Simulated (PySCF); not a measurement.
Vertical excitations of a molecule CH₅F₂NSi from TDDFT-LC-ωPBE/def2-SVPD (PySCF 2.14.0), as energy in eV (oscillator strength): 7.70 (0.051), 8.98 (0.001), 9.50 (0.002), 9.78 (0.109), 9.90 (0.053), 10.39 (0.087), 10.67 (0.067), 10.99 (0.025), 11.09 (0.014), 11.12 (0.019). Lowest triplet (TDA): 7.21 eV. Geometry optimised at PBE0-D3(BJ)/def2-SVP. One conformer was computed; it need not be the lowest.

**Question.** Pick the molecule that these values belong to.
A) N[SiH2]C(F)F
B) CN[SiH](F)F
C) C[Si](N)(F)F
D) N[Si@@H](F)CF

**Answer.** C, C[Si](N)(F)F
